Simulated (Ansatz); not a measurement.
PBE exchange is replaced step by step with exact exchange (0 % is PBE, 25 % PBE0; no dispersion term), basis def2-TZVP, Ansatz. System: SnBi2 (the lowest singlet isomer of a short search). The state is a singlet with charge 0. Geometry: PBE0-D4/def2-SVP, each spin state at its own.

Geometry of the singlet:

| atom | x (Å) | y (Å) | z (Å) |
| --- | --- | --- | --- |
| Bi1 | -0.6105 | -0.9891 | -1.1660 |
| Bi2 | 1.4807 | -0.3413 | 0.6338 |
| Sn3 | -0.8702 | 1.3304 | 0.5322 |

In the def2 sets Bi, Sn take a core potential; there is no spin–orbit coupling. The structure comes from a short search, and lower isomers may exist.

```
exact exchange (%)  HOMO (eV)  LUMO (eV)  gap (eV)  triplet − singlet (kJ/mol)  quintet − singlet (kJ/mol)
                 0      -4.83      -3.63      1.19                        96.0                       231.0
                 5      -4.99      -3.52      1.47                        95.6                       227.4
                15      -5.31      -3.28      2.03                        94.6                       220.2
                25      -5.63      -3.04      2.59                        93.2                       213.0
                35      -5.96      -2.80      3.16                        91.4                       205.8
                50      -6.46      -2.45      4.01                        88.0                       195.0
```

Question: Fit a straight line to the column «quintet − singlet (kJ/mol)» against the share of exact exchange and predict its value at 10 %.

Answer: With x = exact exchange (%) and y = quintet − singlet (kJ/mol): mean x = 21.67, mean y = 215.4; Σ(x − x̄)(y − ȳ) = -1284, Σ(x − x̄)² = 1783; slope b = -0.7201, intercept a = ȳ − b·x̄ = 231. The residuals of the fitted rows reach 0.0. At x = 10 the line gives 231 + (-0.7201 × 10) = 223.8; the run gave 223.8, the same within rounding.
